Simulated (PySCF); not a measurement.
Species: C₇H₁₁OP₂ (charge -1).
Structure used (GFN2-xTB), in Å, numbered top down from 1:
```
atom  x, y, z in Å
C1     4.281    0.036   -0.579
O2     3.072   -0.313   -1.170
C3     1.960   -0.034   -0.400
P4     0.417   -0.461   -1.080
C5    -0.468    0.124    0.334
C6    -1.971    0.037    0.417
C7    -2.428   -1.416    0.298
C8    -2.620    0.885   -0.677
C9     0.279    0.653    1.348
P10    2.019    0.702    1.176
H11    4.321    1.114   -0.366
H12    4.420   -0.492    0.376
H13    5.075   -0.239   -1.278
H14   -2.285    0.428    1.396
H15   -1.993   -2.012    1.098
H16   -2.086   -1.818   -0.653
H17   -3.516   -1.494    0.351
H18   -2.319    1.925   -0.572
H19   -3.709    0.824   -0.627
H20   -2.286    0.530   -1.649
H21   -0.171    1.038    2.257
```

Mulliken charges (e) from the PBE0/pcSseg-1 density (PySCF), one withheld:

```
atom       bonded to   charge
  C1  O2 H11 H12 H13  -0.0290
  O2           C1 C3  -0.4765
  C3       O2 P4 P10  -0.3060
  P4           C3 C5  +0.1658
  C5        P4 C6 C9        ?
  C6    C5 C7 C8 H14  -0.2768
  C7  C6 H15 H16 H17  -0.1978
  C8  C6 H18 H19 H20  -0.1949
  C9      C5 P10 H21  -0.3480
 P10           C9 C3  +0.1157
 H11              C1  +0.0876
 H12              C1  +0.0874
 H13              C1  +0.0847
 H14              C6  +0.0745
 H15              C7  +0.1044
 H16              C7  +0.1036
 H17              C7  +0.0650
 H18              C8  +0.1036
 H19              C8  +0.0652
 H20              C8  +0.1021
 H21              C9  +0.0400
```

Problem. What is the charge on C5?

Solution. The charges add up to the total charge, -1. The others sum to -0.6294, which leaves -0.3706 e for C5 (substituted aromatic carbon); the computed value is -0.3704, the difference coming from rounding.

Problem. Add each hydrogen's charge to the atom that carries it.

Solution. C1 +0.2307, C6 -0.2023, C7 +0.0752, C8 +0.0760, C9 -0.3080. Atoms without hydrogen keep their charges.

Problem. Across which bond do the charges differ most?

Solution. P4–C5: +0.1658 on P4 against -0.3704 on C5, a difference of 0.5362 e. The lower charge is on the more electronegative element of the two (Pauling values: C 2.55, P 2.19).

Problem. Take the bonds between elements whose Pauling electronegativities differ by more than 0.25. In how many does the more electronegative atom carry the lower charge?

Solution. In 17 of 17.

Problem. How much positive and how much negative charge does this set hold in all?

Solution. +1.1996 e on 13 atoms and -2.1994 e on 8.

The Mulliken scheme counts on each atom the diagonal of the density matrix times the overlap matrix over that atom's basis functions. One conformer (not necessarily the lowest) at the GFN2-xTB geometry, without solvent, vibrations or thermal averaging. The pcSseg-1 basis has no diffuse functions, a weakness for an anion.
